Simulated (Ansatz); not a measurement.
C₈H₁₄Si, SMILES `C[Si](C)(C)C1C=CC=C1`. The species carries charge 0 and has multiplicity 1. Geometry: relaxed with PBE0-D4/def2-TZVP. It is one conformer, not always the lowest.

```xyz
23

C     0.803    0.003    2.314
Si   -0.321   -0.058    0.815
C    -0.879    1.661    0.350
C    -1.799   -1.144    1.198
C     0.657   -0.870   -0.628
C     1.769    0.033   -0.982
C     1.514    0.592   -2.187
C     0.286    0.041   -2.710
C    -0.209   -0.853   -1.824
H     1.663    0.655    2.140
H     1.179   -0.990    2.573
H     0.263    0.390    3.183
H    -1.520    1.644   -0.534
H    -1.448    2.103    1.173
H    -0.028    2.311    0.137
H    -2.339   -0.764    2.070
H    -2.500   -1.172    0.360
H    -1.495   -2.171    1.419
H     0.937   -1.858   -0.248
H     2.619    0.235   -0.344
H     2.123    1.335   -2.685
H    -0.162    0.312   -3.658
H    -1.113   -1.437   -1.932
```

Problem. What is the dipole moment at PBE/def2-TZVPP? (Estimate.)

Solution. The calculation gave: 1.13 D, with components (-0.42, -0.04, 1.05) D in this frame, pointing from negative to positive charge.

Problem. And with r2SCAN, B3LYP, ωB97M-V? (An estimate is asked.)

Solution. Computed: r2SCAN 1.14 D, B3LYP 1.05 D, ωB97M-V 1.04 D.

Problem. Give the Mulliken charges with PBE, r2SCAN, B3LYP in def2-TZVPP. (Estimate.)

Solution. Ansatz gave: 
```tsv
atom	PBE	r2SCAN	B3LYP
C1	-0.38	-0.32	-0.41
Si2	0.32	0.42	0.47
C3	-0.35	-0.30	-0.38
C4	-0.38	-0.32	-0.41
C5	0.11	0.14	0.06
C6	-0.22	-0.24	-0.25
C7	-0.13	-0.12	-0.14
C8	-0.14	-0.13	-0.15
C9	-0.22	-0.24	-0.25
H10	0.10	0.07	0.09
H11	0.09	0.07	0.09
H12	0.10	0.07	0.09
H13	0.10	0.08	0.10
H14	0.10	0.07	0.09
H15	0.10	0.08	0.10
H16	0.10	0.07	0.09
H17	0.10	0.07	0.09
H18	0.09	0.07	0.09
H19	0.08	0.07	0.09
H20	0.11	0.11	0.13
H21	0.11	0.09	0.12
H22	0.11	0.09	0.12
H23	0.11	0.11	0.13
```

B3LYP here is the variant with VWN-RPA as its local correlation; programs differ in this.
